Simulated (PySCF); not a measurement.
C4H6Si, charge -1, doublet (typed; the unrestricted solution is spin-contaminated), geometry from GFN2-xTB (a state made from the parent by changing its charge; the spin is typed, not shown lowest) (in this run its highest filled SCF level lies above zero, so its values depend strongly on the basis, on diffuse functions most of all); CCSD(T)/STO-3G (PySCF).

The PySCF input:
```python
from pyscf import gto, scf, cc

mol = gto.Mole()
mol.atom = '''
    C    -1.23510431    0.76204970   -0.41109720
    C     0.04736362    1.26807139   -0.28472306
    Si    1.19340311   -0.07161919    0.24325478
    C    -0.21341171   -1.25810642    0.25087701
    C    -1.37625835   -0.60533511   -0.12118435
    H    -2.08793344    1.37087101   -0.71409621
    H     0.26664660    2.31268264   -0.48503378
    H     1.95641833    0.12605762    1.54710508
    H     2.37636754   -0.38607924   -0.66394090
    H    -0.21116985   -2.31601195    0.49634177
    H    -2.34350829   -1.10492880   -0.18917728
'''
mol.basis = 'sto-3g'
mol.charge = -1
mol.spin = 1
mol.verbose = 4
mol.build()

mf = scf.UHF(mol)
mf.kernel()

mycc = cc.CCSD(mf, frozen=9)
mycc.kernel()
et = mycc.ccsd_t()
print('E(CCSD(T)) = %.10f' % (mycc.e_tot + et))
```

It wrote (shortened):

```
PySCF version 2.14.0

[INPUT] verbose = 4
[INPUT] num. atoms = 11
[INPUT] num. electrons = 45
[INPUT] charge = -1
[INPUT] spin (= nelec alpha-beta = 2S) = 1
[INPUT] symmetry False subgroup None
[INPUT] Mole.unit = angstrom
[INPUT] Symbol           X                Y                Z      unit          X                Y                Z       unit  Magmom
[INPUT]  1 C     -1.235104310000   0.762049700000  -0.411097200000 AA   -2.334008881170   1.440065226307  -0.776861118576 Bohr   0.0
[INPUT]  2 C      0.047363620000   1.268071390000  -0.284723060000 AA    0.089504270068   2.396307633497  -0.538048604748 Bohr   0.0
[INPUT]  3 Si     1.193403110000  -0.071619190000   0.243254780000 AA    2.255205034104  -0.135340654363   0.459684912691 Bohr   0.0
[INPUT]  4 C     -0.213411710000  -1.258106420000   0.250877010000 AA   -0.403289683675  -2.377476569357   0.474088839850 Bohr   0.0
[INPUT]  5 C     -1.376258350000  -0.605335110000  -0.121184350000 AA   -2.600751358146  -1.143917571483  -0.229005232083 Bohr   0.0
[INPUT]  6 H     -2.087933440000   1.370871010000  -0.714096210000 AA   -3.945622367921   2.590570761006  -1.349446263490 Bohr   0.0
[INPUT]  7 H      0.266646600000   2.312682640000  -0.485033780000 AA    0.503889046046   4.370336802636  -0.916581005363 Bohr   0.0
[INPUT]  8 H      1.956418330000   0.126057620000   1.547105080000 AA    3.697094828779   0.238214377714   2.923604887123 Bohr   0.0
[INPUT]  9 H      2.376367540000  -0.386079240000  -0.663940900000 AA    4.490683821906  -0.729584025980  -1.254666463897 Bohr   0.0
[INPUT] 10 H     -0.211169850000  -2.316011950000   0.496341770000 AA   -0.399053182265  -4.376628286720   0.937950009482 Bohr   0.0
[INPUT] 11 H     -2.343508290000  -1.104928800000  -0.189177280000 AA   -4.428588838748  -2.088012819144  -0.357493248190 Bohr   0.0

nuclear repulsion = 201.668212292893
number of shells = 23
number of NR pGTOs = 105
number of NR cGTOs = 35
basis = sto-3g
ecp = {}

******** <class 'pyscf.scf.uhf.UHF'> ********
method = UHF
initial guess = minao
damping factor = 0
level_shift factor = 0
DIIS = <class 'pyscf.scf.diis.CDIIS'>
diis_start_cycle = 1
diis_space = 8
diis_damp = 0
SCF conv_tol = 1e-09
SCF conv_tol_grad = None
SCF max_cycles = 50
direct_scf = True
direct_scf_tol = 1e-13
number electrons alpha = 23  beta = 22
Set gradient conv threshold to 3.16228e-05
init E= -439.556755291565

cycle= 1 E= -438.385173948079  delta_E= 1.17  |g|= 0.295  |ddm|=  3.1
cycle= 2 E= -438.45105289393  delta_E= -0.0659  |g|= 0.0799  |ddm|= 0.556
cycle= 3 E= -438.457280433341  delta_E= -0.00623  |g|= 0.035  |ddm|= 0.154
cycle= 4 E= -438.459572211904  delta_E= -0.00229  |g|= 0.0228  |ddm|= 0.0812
cycle= 5 E= -438.460997631679  delta_E= -0.00143  |g|= 0.0168  |ddm|= 0.0657
cycle= 6 E= -438.462781939714  delta_E= -0.00178  |g|= 0.00576  |ddm|= 0.162
cycle= 7 E= -438.462837338285  delta_E= -5.54e-05  |g|= 0.00203  |ddm|= 0.0166
cycle= 8 E= -438.462850880768  delta_E= -1.35e-05  |g|= 0.000358  |ddm|= 0.0133
cycle= 9 E= -438.462851108768  delta_E= -2.28e-07  |g|= 0.000138  |ddm|= 0.00149
cycle= 10 E= -438.462851150506  delta_E= -4.17e-08  |g|= 3.89e-05  |ddm|= 0.000588
cycle= 11 E= -438.462851153127  delta_E= -2.62e-09  |g|= 6.71e-06  |ddm|= 0.000169
cycle= 12 E= -438.46285115326  delta_E= -1.33e-10  |g|= 2.37e-06  |ddm|= 4.31e-05
Extra cycle  E= -438.462851153268  delta_E= -7.5e-12  |g|= 1.16e-06  |ddm|= 4.6e-06
converged SCF energy = -438.462851153268  <S^2> = 0.88189842  2S+1 = 2.1278143

******** <class 'pyscf.cc.uccsd.UCCSD'> ********
CC2 = 0
CCSD nocc = (np.int64(14), np.int64(13)), nmo = (26, 26)
frozen orbitals 9
max_cycle = 50
direct = 0
conv_tol = 1e-07
conv_tol_normt = 1e-06
diis_space = 6
diis_start_cycle = 0
diis_start_energy_diff = 1e+09
Init t2, MP2 energy = -0.242659160668166
Init E_corr(UCCSD) = -0.242659160669751
cycle = 1  E_corr(UCCSD) = -0.284505903892305  dE = -0.0418467432  norm(t1,t2) = 0.101912
cycle = 2  E_corr(UCCSD) = -0.299430600414098  dE = -0.0149246965  norm(t1,t2) = 0.0482055
cycle = 3  E_corr(UCCSD) = -0.312008318178133  dE = -0.0125777178  norm(t1,t2) = 0.0294266
cycle = 4  E_corr(UCCSD) = -0.31217106953144  dE = -0.000162751353  norm(t1,t2) = 0.00982406
cycle = 5  E_corr(UCCSD) = -0.312045349249297  dE = 0.000125720282  norm(t1,t2) = 0.00370966
cycle = 6  E_corr(UCCSD) = -0.312082171864097  dE = -3.68226148e-05  norm(t1,t2) = 0.00131988
cycle = 7  E_corr(UCCSD) = -0.312066020739018  dE = 1.61511251e-05  norm(t1,t2) = 0.000371295
cycle = 8  E_corr(UCCSD) = -0.312075878341571  dE = -9.85760255e-06  norm(t1,t2) = 0.000131149
cycle = 9  E_corr(UCCSD) = -0.312078062816988  dE = -2.18447542e-06  norm(t1,t2) = 4.9181e-05
cycle = 10  E_corr(UCCSD) = -0.312078518515024  dE = -4.55698036e-07  norm(t1,t2) = 1.78084e-05
cycle = 11  E_corr(UCCSD) = -0.312077513593375  dE = 1.00492165e-06  norm(t1,t2) = 6.86374e-06
cycle = 12  E_corr(UCCSD) = -0.312077089491591  dE = 4.24101785e-07  norm(t1,t2) = 2.27232e-06
cycle = 13  E_corr(UCCSD) = -0.312077032275488  dE = 5.7216102e-08  norm(t1,t2) = 8.76709e-07
UCCSD converged
E(UCCSD) = -438.7749281855432  E_corr = -0.3120770322754885
UCCSD(T) correction = -0.00643129822948047
E(CCSD(T)) = -438.7813594838
```
